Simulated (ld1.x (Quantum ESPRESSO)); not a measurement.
## Before and after: PAW potential for Ne

* Element: neon
* Generator: ld1.x (Quantum ESPRESSO) 7.5
* Type: PAW
* Functional: PBEsol
* Relativity: scalar-relativistic
* Frozen core: [He]
* Valence charge: 8
* Reference configuration: 2s2 2p6
* Partial waves: 2s (bound): rcut 0.70, rcutus 0.80 bohr; 2s channel at -2.35 Ry: rcut 0.70, rcutus 0.80 bohr; 2p (bound): rcut 0.90, rcutus 1.05 bohr; 2p channel at 0.05 Ry: rcut 0.90, rcutus 1.05 bohr
* Local potential: all-electron potential smoothed inside 0.90 bohr (lloc = -1)
* Core correction: Bessel-smoothed model core inside 0.55 bohr
* Augmentation charge: GAUSS, radius 0.80 bohr

All-electron outer shells of the reference configuration (PBEsol, scalar-relativistic, ld1.x):

```csv
shell,level (eV),outermost node (bohr),outermost maximum (bohr)
1s,-828.31,–,0.10
2s,-36.20,0.22,0.69
2p,-13.27,–,0.62
```

Change: local potential all-electron potential smoothed inside 0.80 bohr (lloc = -1).

Cutoffs: the cutoffs (Ry, on a coarse ladder) from which the occupation-weighted sum of valence levels, in a spherical-Bessel basis at the reference potential, stays within 10 and 1 mRy of its value at 400 Ry; they do not see the model core or the augmentation charge, which bear on the density cutoff. Errors are all-electron minus pseudo energies relative to the spin-unpolarised reference configuration.

Q: How do hardness, ghosts and transferability respond?

A: The potential gets neither clearly harder nor softer (70 Ry and 120 Ry → 70 Ry and 120 Ry); of the 6 tests that both files solve, the error grows in 1 and shrinks in 3 by more than 15 % and 0.3 meV (median size 4.5 → 1.7 meV); neither file shows a bound ghost.

| quantity | base | changed |
| --- | --- | --- |
| cutoff, loose | 70 Ry | 70 Ry |
| cutoff, tight | 120 Ry | 120 Ry |
| bound ghosts | none | none |
| error for 2s2 2p5, meV [ΔE 22.40 eV] | -1.8 | -1.1 |
| error for 2s2 2p4, meV [ΔE 65.56 eV] | -6.6 | +0.8 |
| error for 2s2 2p3, meV [ΔE 132.85 eV] | -17 | +9.8 |
| error for 2s2 2p2, meV [ΔE 227.28 eV] | -24 | +33 |
| error for 2s1 2p6, meV [ΔE 45.67 eV] | -2.4 | -2.3 |
| error for 2s2 2p5.5, meV [ΔE 8.83 eV] | -0.8 | -0.7 |
| s: phases at 1.15 bohr within 0.05 rad from the reference energy up to (Ry; the scan ends near 5) | to the end of the scan | to the end of the scan |
| p: phases at 1.15 bohr within 0.05 rad from the reference energy up to (Ry; the scan ends near 5) | to the end of the scan | to the end of the scan |
| lowest overlap eigenvalue by channel | s 0.57, p 0.91 | s 0.56, p 0.93 |
